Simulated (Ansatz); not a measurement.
| atom | x (Å) | y (Å) | z (Å) |
| --- | --- | --- | --- |
| C | 0.0000 | 0.0000 | 0.0000 |
| H | 0.6847 | 0.6847 | 0.6847 |
| H | 0.6847 | -0.6847 | -0.6847 |
| H | -0.6847 | 0.6847 | -0.6847 |
| H | -0.6847 | -0.6847 | 0.6847 |

Basis set: cc-pVDZ (spherical functions). Frozen core: 1 orbital. Charge 0, multiplicity 1.

Computed with Ansatz (development build ahead of 0.2.0); each method stands on the lowest determinant of its kind that the runs found. Restricted open shells among the atoms or ions are ROHF, correlated in semicanonical orbitals with singles.

The atomization energy at this shape (free ground-state atoms in the same class of orbitals less the molecule, no zero-point energy) of singlet CH4:

| method | atomization energy |
| --- | --- |
| RHF-MP2 | 381.88 kcal/mol |

(1) What does RHF give?

## Answers

(1) 312.67 kcal/mol. Caution: the shape is not the minimum.
